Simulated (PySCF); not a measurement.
CH3FMgO, singlet, at a GFN2-xTB geometry (such geometries of metal compounds can be far from the true shape); CASSCF(2,4)/6-31G* (PySCF).

The PySCF input:
```python
from pyscf import gto, scf, mcscf, mp
import numpy

mol = gto.Mole()
mol.atom = '''
    Mg   -0.317716    0.003929    0.943927
    F    -1.625117    0.941639    0.349258
    O     0.984989   -0.596184   -0.062345
    C     1.149930   -0.427436   -1.428499
    H     1.221407    0.630615   -1.711290
    H     2.095746   -0.921811   -1.685105
    H     0.341993   -0.896613   -2.004297
'''
mol.basis = '6-31g*'
mol.charge = 0
mol.spin = 0
mol.verbose = 4
mol.build()

mf = scf.RHF(mol)
mf.kernel()
mc = mcscf.CASSCF(mf, 4, 2)
mc.fix_spin_(ss=0.0)
noons, natorbs = mcscf.addons.make_natural_orbitals(mp.MP2(mf).run())
mc.kernel(natorbs)
occ = numpy.linalg.eigvalsh(mc.fcisolver.make_rdm1(mc.ci, mc.ncas, mc.nelecas))[::-1]
ss = mc.fcisolver.spin_square(mc.ci, mc.ncas, mc.nelecas)[0]
print('natural occupations', occ.round(4), ' <S^2>', round(ss, 4))
```

It wrote (shortened):

```
PySCF version 2.14.0

[INPUT] verbose = 4
[INPUT] num. atoms = 7
[INPUT] num. electrons = 38
[INPUT] charge = 0
[INPUT] spin (= nelec alpha-beta = 2S) = 0
[INPUT] symmetry False subgroup None
[INPUT] Mole.unit = angstrom
[INPUT] Symbol           X                Y                Z      unit          X                Y                Z       unit  Magmom
[INPUT]  1 Mg    -0.317716000000   0.003929000000   0.943927000000 AA   -0.600396225392   0.007424733943   1.783763511582 Bohr   0.0
[INPUT]  2 F     -1.625117000000   0.941639000000   0.349258000000 AA   -3.071026050375   1.779439818209   0.660001966813 Bohr   0.0
[INPUT]  3 O      0.984989000000  -0.596184000000  -0.062345000000 AA    1.861359445709  -1.126624479848  -0.117814975236 Bohr   0.0
[INPUT]  4 C      1.149930000000  -0.427436000000  -1.428499000000 AA    2.173052762421  -0.807736975780  -2.699471879215 Bohr   0.0
[INPUT]  5 H      1.221407000000   0.630615000000  -1.711290000000 AA    2.308124716627   1.191689640043  -3.233869419707 Bohr   0.0
[INPUT]  6 H      2.095746000000  -0.921811000000  -1.685105000000 AA    3.960385966653  -1.741970328611  -3.184386941135 Bohr   0.0
[INPUT]  7 H      0.341993000000  -0.896613000000  -2.004297000000 AA    0.646273106518  -1.694353009725  -3.787572402287 Bohr   0.0

nuclear repulsion = 139.861915388192
number of shells = 32
number of NR pGTOs = 144
number of NR cGTOs = 66
basis = 6-31g*
ecp = {}

******** <class 'pyscf.scf.hf.RHF'> ********
method = RHF
initial guess = minao
damping factor = 0
level_shift factor = 0
DIIS = <class 'pyscf.scf.diis.CDIIS'>
diis_start_cycle = 1
diis_space = 8
diis_damp = 0
SCF conv_tol = 1e-09
SCF conv_tol_grad = None
SCF max_cycles = 50
direct_scf = True
direct_scf_tol = 1e-13
Set gradient conv threshold to 3.16228e-05
Initial guess from minao.
init E= -413.573293242849
  HOMO = -0.36412577120247  LUMO = -0.117648535655904  gap/eV = 6.70699
cycle= 1 E= -413.439105970945  delta_E= 0.134  |g|= 0.818  |ddm|= 2.22
  HOMO = -0.296583388853157  LUMO = -0.00673104871367336  gap/eV = 7.88728
cycle= 2 E= -413.518611209498  delta_E= -0.0795  |g|= 0.545  |ddm|= 0.81
  HOMO = -0.39367381896444  LUMO = -0.00950624516491461  gap/eV = 10.45373
cycle= 3 E= -413.568737554713  delta_E= -0.0501  |g|= 0.0389  |ddm|= 0.321
  HOMO = -0.384171184543286  LUMO = -0.00801536924747781  gap/eV = 10.23572
cycle= 4 E= -413.569485092045  delta_E= -0.000748  |g|= 0.0129  |ddm|= 0.0563
  HOMO = -0.387349207093276  LUMO = -0.00814710564075805  gap/eV = 10.31861
cycle= 5 E= -413.569559051581  delta_E= -7.4e-05  |g|= 0.00497  |ddm|= 0.0159
  HOMO = -0.386433988292256  LUMO = -0.00828776145686616  gap/eV = 10.28988
cycle= 6 E= -413.569579255199  delta_E= -2.02e-05  |g|= 0.00176  |ddm|= 0.0103
  HOMO = -0.386324181181203  LUMO = -0.00835467648911958  gap/eV = 10.28507
cycle= 7 E= -413.569581948125  delta_E= -2.69e-06  |g|= 0.000554  |ddm|= 0.00415
  HOMO = -0.386317139658629  LUMO = -0.00835593983682292  gap/eV = 10.28485
cycle= 8 E= -413.569582222753  delta_E= -2.75e-07  |g|= 0.000128  |ddm|= 0.00151
  HOMO = -0.386305100345044  LUMO = -0.00835588685971311  gap/eV = 10.28452
cycle= 9 E= -413.569582240256  delta_E= -1.75e-08  |g|= 3.61e-05  |ddm|= 0.000365
  HOMO = -0.386301436706486  LUMO = -0.00835362731698375  gap/eV = 10.28448
cycle= 10 E= -413.569582241694  delta_E= -1.44e-09  |g|= 8.14e-06  |ddm|= 0.000111
  HOMO = -0.386301417283479  LUMO = -0.008353932698697  gap/eV = 10.28447
cycle= 11 E= -413.569582241758  delta_E= -6.31e-11  |g|= 1.98e-06  |ddm|= 2.32e-05
  HOMO = -0.386301739275682  LUMO = -0.00835402400246421  gap/eV = 10.28448
Extra cycle  E= -413.569582241757  delta_E= 1.14e-13  |g|= 1.18e-06  |ddm|= 2.98e-06
converged SCF energy = -413.569582241757

******** <class 'pyscf.mp.mp2.RMP2'> ********
nocc = 19, nmo = 66
E(RMP2) = -414.089441786866  E_corr = -0.519859545108979
E(SCS-RMP2) = -414.073695103129  E_corr = -0.504112861372077
E_corr(same-spin) = -0.138136837798497
E_corr(oppo-spin) = -0.381722707310482

******** <class 'pyscf.mcscf.mc1step.CASSCF'> ********
CAS (1e+1e, 4o), ncore = 18, nvir = 44
max_cycle_macro = 50
max_cycle_micro = 4
conv_tol = 1e-07
conv_tol_grad = None
orbital rotation max_stepsize = 0.02
orbital rotation threshold for CI restart = 0.01
augmented hessian ah_max_cycle = 30
augmented hessian ah_conv_tol = 1e-12
augmented hessian ah_linear dependence = 1e-14
augmented hessian ah_level shift = 1e-08
augmented hessian ah_start_tol = 2.5
augmented hessian ah_start_cycle = 3
augmented hessian ah_grad_trust_region = 3
kf_trust_region = 3
kf_interval = 4
ci_response_space = 4
ci_grad_trust_region = 3
with_dep4 0
natorb = False
canonicalization = True
sorting_mo_energy = False
ao2mo_level = 2
internal_rotation = False
******** <class 'pyscf.fci.addons.SpinPenaltyFCISolver'> ********
max. cycles = 50
conv_tol = 1e-08
davidson only = True
linear dependence = 1e-12
level shift = 0.001
max iter space = 12
nroots = 1
pspace_size = 400
spin = None
CASCI E = -413.585508494132  S^2 = 0.0000000
Set conv_tol_grad to 0.000316228
macro iter   1 ( 21 JK    4 micro), CASSCF E = -413.588755109993  dE = -3.24661586e-03  S^2 = 0.0000000
               |grad[o]|=0.0277  |grad[c]|=0.0173  |ddm|=0.00409  |maxRot[o]|= 0.24
macro iter   2 ( 21 JK    4 micro), CASSCF E = -413.589008707078  dE = -2.53597085e-04  S^2 = 0.0000000
               |grad[o]|=0.0104  |grad[c]|=0.00332  |ddm|=0.00179  |maxRot[o]|=0.241
macro iter   3 ( 21 JK    4 micro), CASSCF E = -413.589802743377  dE = -7.94036298e-04  S^2 = 0.0000000
               |grad[o]|=0.00811  |grad[c]|=0.00677  |ddm|=0.00178  |maxRot[o]|=0.312
macro iter   4 ( 21 JK    4 micro), CASSCF E = -413.591053636298  dE = -1.25089292e-03  S^2 = 0.0000000
               |grad[o]|=0.0066  |grad[c]|=0.00624  |ddm|=0.0016  |maxRot[o]|=0.312
macro iter   5 ( 21 JK    4 micro), CASSCF E = -413.591822843559  dE = -7.69207261e-04  S^2 = 0.0000000
               |grad[o]|=0.0049  |grad[c]|=0.00394  |ddm|=0.000979  |maxRot[o]|=0.242
macro iter   6 ( 21 JK    4 micro), CASSCF E = -413.592533338424  dE = -7.10494865e-04  S^2 = 0.0000000
               |grad[o]|=0.00339  |grad[c]|=0.00563  |ddm|=0.00082  |maxRot[o]|= 0.31
macro iter   7 ( 21 JK    4 micro), CASSCF E = -413.593365651939  dE = -8.32313516e-04  S^2 = 0.0000000
               |grad[o]|=0.00314  |grad[c]|=0.00368  |ddm|=0.000651  |maxRot[o]|=0.309
macro iter   8 ( 19 JK    4 micro), CASSCF E = -413.593607777434  dE = -2.42125495e-04  S^2 = 0.0000000
               |grad[o]|=0.00209  |grad[c]|=0.000844  |ddm|=0.000861  |maxRot[o]|=0.179
macro iter   9 ( 20 JK    4 micro), CASSCF E = -413.593617293628  dE = -9.51619359e-06  S^2 = 0.0000000
               |grad[o]|=0.000378  |grad[c]|=6.25e-05  |ddm|=8.88e-05  |maxRot[o]|=0.291
macro iter  10 ( 21 JK    4 micro), CASSCF E = -413.593638591465  dE = -2.12978371e-05  S^2 = 0.0000000
               |grad[o]|=0.000329  |grad[c]|=0.000107  |ddm|=8.37e-05  |maxRot[o]|=0.309
macro iter  11 ( 21 JK    4 micro), CASSCF E = -413.593649300969  dE = -1.07095044e-05  S^2 = 0.0000000
               |grad[o]|=0.000692  |grad[c]|=0.000113  |ddm|=8.37e-05  |maxRot[o]|=0.159
macro iter  12 ( 21 JK    4 micro), CASSCF E = -413.593656637053  dE = -7.33608380e-06  S^2 = 0.0000000
               |grad[o]|=0.000349  |grad[c]|=0.000121  |ddm|=6.01e-05  |maxRot[o]|=0.159
macro iter  13 (  6 JK    1 micro), CASSCF E = -413.593658527396  dE = -1.89034364e-06  S^2 = 0.0000000
               |grad[o]|=0.000122  |grad[c]|=0.000145  |ddm|=2.7e-05  |maxRot[o]|=0.0798
macro iter  14 (  5 JK    1 micro), CASSCF E = -413.593659051100  dE = -5.23703306e-07  S^2 = 0.0000000
               |grad[o]|=7.82e-05  |grad[c]|=0.000112  |ddm|=2.12e-05  |maxRot[o]|=0.0599
macro iter  15 (  3 JK    1 micro), CASSCF E = -413.593659061355  dE = -1.02555191e-08  S^2 = 0.0000000
               |grad[o]|=3.11e-05  |grad[c]|=2.94e-05  |ddm|=7.51e-06  |maxRot[o]|=0.00876
1-step CASSCF converged in  15 macro (263 JK  51 micro) steps
CASSCF canonicalization
Density matrix diagonal elements [1.97905269e+00 1.76948486e-02 1.89095314e-03 1.36151110e-03]
CASSCF energy = -413.593659061355
CASCI E = -413.593659061355  E(CI) = -2.18307859835647  S^2 = 0.0000000
natural occupations [1.9791e+00 1.8000e-02 1.9000e-03 1.0000e-03]  <S^2> 0.0
```
